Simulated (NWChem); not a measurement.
System: CsF; SMILES [F][Cs]

NWChem input:

```
start job
memory heap 200 mb stack 900 mb global 1100 mb
geometry units angstroms noautoz
  Cs     0.000000     0.000000    -0.361050
  F      0.000000     0.000000     2.019376
end
basis spherical
  * library def2-svp
end
ecp
  Cs library def2-ecp
end
dft
  xc xtpss03 ctpss03
  iterations 150
  mulliken
end
task dft energy
```

Coordinates come from a PBE0-D3(BJ)/def2-TZVP optimisation. def2 effective core potentials on Cs; no spin-orbit coupling.

Problem. Give the results of this calculation. (TPSS/def2-SVP with def2 effective core potentials on Cs.) Quantities: energy (Ha); highest occupied level (eV); orbital gap (eV); dipole (D).

Solution. 
```json
{
 "energy (Ha)": "-119.97",
 "highest occupied level (eV)": "-4.26",
 "orbital gap (eV)": "3.00",
 "dipole (D)": "7.26"
}
```
